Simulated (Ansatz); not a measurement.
`[SiH3][SiH2][CH2][InH2]` → `[SiH3][CH2][InH2]` + `[SiH2]` at 500 K and 1 bar (silylene loss).

Calculated with Ansatz (gas phase, PBE0-D4/def2-TZVP geometries, no zero-point term in ΔE). CCSD(T)/CBS adds triple-zeta CCSD(T) − MP2 to the extrapolated MP2 energy (def2 sets, frozen cores). This one scheme is used for every species. Elements past krypton have def2 core potentials. For In outer-core shells are correlated without core-valence functions, which leaves a few kJ/mol of doubt a bond. One conformer a species, not always the lowest.

```tsv
species	CCSD(T)/CBS energy (Eh)	H − E (kJ/mol)	S (J/(mol·K))
`[SiH3][SiH2][CH2][InH2]`	-811.40716	269.7	479.2
`[SiH3][CH2][InH2]`	-521.12346	209.6	414.6
`[SiH2]`	-290.19011	48.0	226.5
```

H − E and S are ideal-gas, rigid-rotor, harmonic terms from PBE0-D4/def2-TZVP, for one conformer and one mirror image of each species. 1 Eh = 2625.50 kJ/mol, R = 8.31446 J/(mol·K).

Question: By hand: ΔE, ΔH, ΔS and ΔG.

Answer: ΔE = (-521.12346) + (-290.19011) − (-811.40716) = 0.09359 Eh = 245.7 kJ/mol. Δ(H − E) = 209.6 + 48.0 − 269.7 = -12.1, so ΔH = 233.6 kJ/mol. ΔS = 414.6 + 226.5 − 479.2 = 161.9 J/(mol·K). ΔG = 233.6 − 500 × (161.9)/1000 = 152.6 kJ/mol.

Question: By hand: the equilibrium constant, and the temperature at which ΔG would vanish if ΔH and ΔS stayed fixed.

Answer: log₁₀ K = −ΔG/(RT ln 10) = -15.9. ΔG = 0 at ΔH/ΔS = 1443 K.

The number of gas molecules changes by +1, which sets the sign of ΔS. A doubt of 5 kJ/mol in ΔE shifts log₁₀ K by 0.5 here. Other conformers and mirror images would add mixing entropy, several J/(mol·K) or more a flexible species. These are equilibria of isolated gas molecules and say nothing of rates. Largest T1 diagnostic: 0.014 (customary marks: 0.02 for closed shells, 0.045 for open ones).
